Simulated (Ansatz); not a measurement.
Reaction (formal exchange of groups at a B–B bond): `CB([SiH3])BS` + `CCC(C)Br` → `CC(Br)BS` + `CCB(C)[SiH3]`

Isolated molecules relaxed with PBE0-D4/def2-TZVP in Ansatz; ΔE leaves out vibrations. CCSD(T)/CBS adds triple-zeta CCSD(T) − MP2 to the extrapolated MP2 energy (def2 sets, frozen cores). For Br outer-core shells are correlated without core-valence functions, which leaves a few kJ/mol of doubt a bond. Scalar relativity is left out up to krypton. Each species was taken in one conformer, which may not be the lowest.

| species | CCSD(T)/CBS(def2) energy (Eh) |
| --- | --- |
| `CB([SiH3])BS` | -779.30572 |
| `CCC(C)Br` | -2730.96533 |
| `CC(Br)BS` | -3075.63949 |
| `CCB(C)[SiH3]` | -434.64280 |

Q: Work out ΔE.

A: ΔE = (-3075.63949) + (-434.64280) − (-779.30572) − (-2730.96533) = -0.01124 Eh = -29.5 kJ/mol.

Largest T1 diagnostic among the species: 0.014.

In def2-TZVPP, CCSD(T) changes the Hartree–Fock value by −5.1 kJ/mol (the triples alone add −1.0 kJ/mol) and MP2 by −9.3 kJ/mol. The D4 term adds −3.3 kJ/mol with B3LYP and −1.7 kJ/mol with PBE0; it sums over pairs of atoms, weighted by their polarisabilities, and B3LYP, whose exchange is more repulsive, gets the larger term.

B3LYP here is the variant with VWN-RPA as its local correlation; programs differ in this.
